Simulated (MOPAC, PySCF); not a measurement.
CH₂BN, SMILES `B[N+]#[C-]`, neutral singlet in the gas phase. 

Cartesian coordinates (Å):
```xyz
5

B     -0.5811     0.0074    -0.1516
N      0.8470    -0.0138    -0.0721
C      2.0167    -0.0273    -0.0067
H     -1.1866    -0.8201     0.4386
H     -1.0924     0.8513    -0.8042
```
Charge 0, spin multiplicity 1.

All levels are single points at this geometry (M06-2X/def2-TZVP); Pople sets use spherical d functions. Orbital energies aren't observables, and empty levels follow the basis.

HF/3-21G in PySCF gives HOMO (eV) = -12.61.

Question: Estimate the HOMO (eV) from each of these levels: B3LYP-D3(BJ)/def2-TZVP in PySCF; M06-2X/def2-TZVP in PySCF; PBE-D3(BJ)/def2-TZVP in PySCF; B3LYP/3-21G in PySCF; B3LYP/6-311+G** in PySCF; B3LYP/6-31G* in PySCF; PBE/6-31G* in PySCF; SVWN5/6-31G* in PySCF; HF/6-31G* in PySCF; HF/STO-3G in PySCF; PM6 in MOPAC; PM7 in MOPAC.

Answer: 
| level | HOMO (eV) |
|---|---|
| B3LYP-D3(BJ)/def2-TZVP in PySCF | -9.09 |
| M06-2X/def2-TZVP in PySCF | -10.74 |
| PBE-D3(BJ)/def2-TZVP in PySCF | -7.70 |
| B3LYP/3-21G in PySCF | -8.55 |
| B3LYP/6-311+G** in PySCF | -9.11 |
| B3LYP/6-31G* in PySCF | -8.67 |
| PBE/6-31G* in PySCF | -7.26 |
| SVWN5/6-31G* in PySCF | -7.26 |
| HF/6-31G* in PySCF | -12.62 |
| HF/STO-3G in PySCF | -10.96 |
| PM6 in MOPAC | -11.02 |
| PM7 in MOPAC | -11.08 |
